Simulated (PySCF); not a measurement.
## Bond curve of MgSe

Set-up: PySCF, no relativity, basis sets Mg pcseg-1, Se pcseg-1. Energies in eV from Mg + Se in their ground configurations at the same level. State: ¹Σ⁺ (singlet), closed shell.

Curves on a restricted Hartree–Fock reference rise too fast on stretching and do not dissociate correctly.

```csv
R (Å),PBE0,RHF-MP2,M06-L,BLYP
1.962,-0.643,-0.240,-0.700,-0.523
2.054,-1.154,-0.804,-1.205,-1.060
2.145,-1.431,-1.123,-1.480,-1.368
2.213,-1.526,-1.242,-1.577,-1.487
2.282,-1.550,-1.282,-1.605,-1.536
2.350,-1.520,-1.261,-1.582,-1.530
2.442,-1.418,-1.161,-1.494,-1.460
2.556,-1.228,-0.959,-1.328,-1.308
2.693,-0.951,-0.658,-1.083,-1.073
2.875,-0.564,-0.234,-0.734,-0.731
```

**Question.** Put a parabola through the three lowest points of the PBE0 curve and estimate Re, k and ωe (reduced mass 18.45 u; 1 eV/Å² = 0.16022 mdyn/Å; ωe = 1302.8·√(k/μ) cm⁻¹).

**Answer.** Through R = 2.213, 2.282, 2.35 Å the second-order coefficient is 5.76 eV/Å², so Re ≈ 2.278 Å, k ≈ 1.85 mdyn/Å and ωe ≈ 412 cm⁻¹. A polynomial fit of higher order to the unrounded PBE0 energies gives Re = 2.275 Å, k = 1.91 mdyn/Å, ωe = 419 cm⁻¹; anharmonicity and rounding make the difference.

The higher-order fit for each curve: PBE0: Re = 2.275 Å, ωe = 419 cm⁻¹, De = 1.55 eV; RHF-MP2: Re = 2.290 Å, ωe = 433 cm⁻¹, De = 1.28 eV; M06-L: Re = 2.282 Å, ωe = 401 cm⁻¹, De = 1.61 eV; BLYP: Re = 2.307 Å, ωe = 392 cm⁻¹, De = 1.54 eV.

Correlated steps freeze 10 core orbitals. Correlated levels converge slowly with the basis: in double zeta they bind strong bonds too weakly, by up to about 1 eV, and carry superposition errors of some tenths. Where the molecule has an RHF reference, its open-shell atoms are computed with UHF.
